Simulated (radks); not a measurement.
The ruthenium ion Ru3+, 41 electrons, occupied as [Kr] 4d5.

Method: Dirac Kohn-Sham, BLYP, spin-unpolarised, spherical densities, finite nucleus; open shells fill j = l - 1/2 first; Fermi nuclear charge, rms radius 4.4809 fm; computed with a radial shooting solver on a logarithmic mesh with Libxc functionals.

Energy parts (hartree):
| part | energy |
|---|---|
| total | -4529.99201 |
| kinetic | 4714.25984 |
| electron-nucleus | -10905.67782 |
| Hartree | 1794.57477 |
| exchange-correlation | -133.14880 |

Orbitals (lengths in bohr, moments of r in powers of bohr; <r^-3> diverges for s and p1/2):
| orbital | occ. | eigenvalue (hartree) | <r^2> | <r> | <r^4> | <r^-3> | small-component weight |
|---|---|---|---|---|---|---|---|
| 1s1/2 | 2 | -807.1822 | 0.001509 | 0.03343 | 5.908e-06 | - | 2.58e-02 |
| 2s1/2 | 2 | -117.1485 | 0.02495 | 0.1453 | 0.001074 | - | 5.34e-03 |
| 2p1/2 | 2 | -108.3598 | 0.01876 | 0.1236 | 0.0007076 | - | 5.35e-03 |
| 2p3/2 | 4 | -103.5459 | 0.02011 | 0.1284 | 0.0008012 | 2803 | 5.16e-03 |
| 3s1/2 | 2 | -21.68760 | 0.1857 | 0.4026 | 0.05319 | - | 1.46e-03 |
| 3p1/2 | 2 | -18.27845 | 0.1823 | 0.3957 | 0.05401 | - | 1.40e-03 |
| 3p3/2 | 4 | -17.46151 | 0.1920 | 0.4064 | 0.05979 | 482.6 | 1.35e-03 |
| 3d3/2 | 4 | -11.42364 | 0.1749 | 0.3821 | 0.05846 | 72.10 | 1.24e-03 |
| 3d5/2 | 6 | -11.26442 | 0.1780 | 0.3855 | 0.06039 | 68.40 | 1.22e-03 |
| 4s1/2 | 2 | -4.07035 | 1.154 | 1.010 | 1.997 | - | 3.54e-04 |
| 4p1/2 | 2 | -3.04378 | 1.356 | 1.089 | 2.866 | - | 3.05e-04 |
| 4p3/2 | 4 | -2.91465 | 1.428 | 1.118 | 3.179 | 76.41 | 2.92e-04 |
| 4d3/2 | 4 | -1.37408 | 2.442 | 1.439 | 10.60 | 7.064 | 1.81e-04 |
| 4d5/2 | 1 | -1.35887 | 2.486 | 1.452 | 10.97 | 6.662 | 1.78e-04 |

The highest occupied level is 4d5/2 at -36.977 eV. Summed over all electrons, <r^2> = 26.43 bohr^2, which gives a Langevin (diamagnetic) susceptibility term of -20.9 x 10^-6 cm^3/mol. The electron density at the nucleus is 1.101e+05 e/bohr^3. For comparison, the ionisation energy in NIST's Atomic Spectra Database is 45 eV (theoretical). In exact Kohn-Sham theory the highest level is minus the ionisation energy, but local and semilocal functionals leave it too shallow, through self-interaction and a potential that decays too fast; potentials with the right tail come closer. The density falls to 0.001 e/bohr^3 at r = 3.24 bohr.

Beside tabulated values, note that spin-unpolarised runs miss the spin-polarisation part of the exchange energy of open shells.
